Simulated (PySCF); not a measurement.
A PySCF script (with the pyscf-properties extension) for the NMR shieldings of `CC[C@@H]1BCB(Cl)C[C@H]1F`, C$_{6}$H$_{12}$B$_{2}$ClF, on a GFN2-xTB geometry:

```python
import basis_set_exchange as bse
import numpy as np
from pyscf import gto, dft
from pyscf.prop import nmr

atoms = """
C     2.598029    0.119531    0.764874
C     1.386693   -0.671237    0.285212
C     0.560033    0.136046   -0.730989
B    -0.104201    1.446401   -0.112814
C    -1.241260    1.217430    0.946997
B    -2.275235    0.197562    0.320437
Cl   -3.949810    0.501650    0.331547
C    -1.685494   -1.104549   -0.382044
C    -0.536657   -0.756822   -1.337622
F    -1.076770   -0.090788   -2.431394
H     2.282277    1.043957    1.243256
H     3.176257   -0.463824    1.478440
H     3.243282    0.373546   -0.072795
H     1.725864   -1.602064   -0.177572
H     0.766980   -0.934864    1.143855
H     1.232187    0.382504   -1.560742
H     0.193780    2.515682   -0.481487
H    -0.785860    0.706818    1.799816
H    -1.698123    2.129384    1.327028
H    -2.437325   -1.652512   -0.954533
H    -1.289516   -1.802419    0.358489
H    -0.095539   -1.672047   -1.758807
"""
names = dict.fromkeys(["C", "B", "Cl", "F", "H"], "pcSseg-1")
basis = {el: gto.basis.parse(bse.get_basis(n, elements=[el], fmt="nwchem")) for el, n in names.items()}
mol = gto.M(atom=atoms, basis=basis, charge=0, verbose=0)
mf = dft.RKS(mol, xc="PBE0")
mf.grids.level = 2
mf.grids.alignment = dft.numint.BLKSIZE   # the property module wants whole blocks of grid points
mf.conv_tol = 1e-9
mf.kernel()

calc = nmr.RKS(mf)   # GIAO
C = mf.mo_coeff
Co = C[:, mf.mo_occ > 0]
resp = mf.gen_response(singlet=True, hermi=2)
def vind(x):   # induced exchange potential for any number of trial vectors
    d = np.einsum("pi,xij,qj->xpq", C, 2 * x.reshape(-1, C.shape[1], Co.shape[1]), Co, optimize=True)
    return np.einsum("xpq,pi,qj->xij", resp(d - d.transpose(0, 2, 1)), C, Co, optimize=True).ravel()
mo1, _ = nmr.rhf.solve_mo1(calc, with_cphf=vind)
sigma = calc.kernel(mo1)
for i, s in enumerate(sigma):   # ppm
    print("%2d %-2s %9.2f" % (i, mol.atom_pure_symbol(i), np.trace(s) / 3))
```

Question: What does it print?

Answer: 
```
 0 C     168.70
 1 C     154.95
 2 C     138.51
 3 B       2.14
 4 C     142.02
 5 B      22.03
 6 Cl    639.35
 7 C     150.78
 8 C      79.63
 9 F     343.17
10 H      31.19
11 H      30.49
12 H      30.49
13 H      30.07
14 H      30.10
15 H      29.00
16 H      23.15
17 H      29.70
18 H      28.79
19 H      29.68
20 H      29.99
21 H      26.43
```

These numbers come from an equivalent density-fitted implementation of the same equations, which agrees with the script to about 0.01 ppm for H and up to a few tenths of a ppm for heavy atoms, so last digits may differ.

Size and cost of the density-fitted run: 237 basis functions, 100 s wall time on 1 thread of an Arm Neoverse N1, shared host; peak memory 1.1 GiB.
